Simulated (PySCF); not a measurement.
Harmonic spectrum computed at B3LYP in the def2-TZVP basis family (core potentials from Rb on, PySCF, no spin–orbit coupling):

| symmetry | ω (cm⁻¹) | IR (km/mol, summed over degenerate members) |
| --- | --- | --- |
| πu | 346 | 313 |
| σg+ | 719 | 0.0 |
| σu+ | 1560 | 383 |

Which molecule gave it? In each, all ligands are bound to the one heavy central atom.
A. CF₂ (singlet)
B. GeF₂ (singlet)
C. OF₂ (singlet)
D. MgF₂ (singlet)
E. BeF₂ (singlet)

E. It has D∞h symmetry with Be–F 1.381 Å (×2).
